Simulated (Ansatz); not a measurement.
Calculated with Ansatz (gas phase, PBE0-D4/def2-TZVP geometries, no zero-point term in ΔE). CBS: MP2 limit from def2 TZ/QZ plus the TZ coupled-cluster correction, frozen cores. DFT in def2-TZVPP. B3LYP here is the variant with VWN-RPA as its local correlation; programs differ in this. One conformer a species, not always the lowest.

Reaction (formal exchange of groups at the Si–C bond): `[SiH3]C1N[SiH2]1` + `C[CH2][AlH2]` → `C[CH2][AlH][SiH3]` + `C1N[SiH2]1`

```csv
level,ΔE (kcal/mol),difference from CCSD(T)/CBS
PBE-D4,-3.5,-2.9
r2SCAN-D4,-1.8,-1.2
PBE0-D4,-3.1,-2.5
B3LYP-D4,-0.9,-0.3
ωB97X-V,-1.1,-0.5
ωB97M-V,0.5,1.1
B2PLYP,-0.7,-0.1
PBE,-4.1,-3.5
r2SCAN,-1.8,-1.2
PBE0,-3.5,-2.9
B3LYP,-1.9,-1.3
HF/def2-TZVPP,-0.3,0.3
MP2/def2-TZVPP,1.2,1.8
SCS-MP2/def2-TZVPP,1.0,1.6
CCSD/def2-TZVPP,-1.2,-0.6
CCSD(T)/def2-TZVPP,-1.0,-0.4
HF/def2-QZVPP,-0.1,0.5
MP2/def2-QZVPP,1.5,2.1
SCS-MP2/def2-QZVPP,1.3,1.9
HF/CBS(def2),-0.1,0.5
MP2/CBS(def2),1.7,2.3
CCSD/CBS(def2),-0.7,-0.1
CCSD(T)/CBS,-0.6,0
```

Largest T1 diagnostic among the species: 0.013.

The D4 term adds +1.0 kcal/mol with B3LYP and +0.5 kcal/mol with PBE0; it sums over pairs of atoms, weighted by their polarisabilities, and B3LYP, whose exchange is more repulsive, gets the larger term.
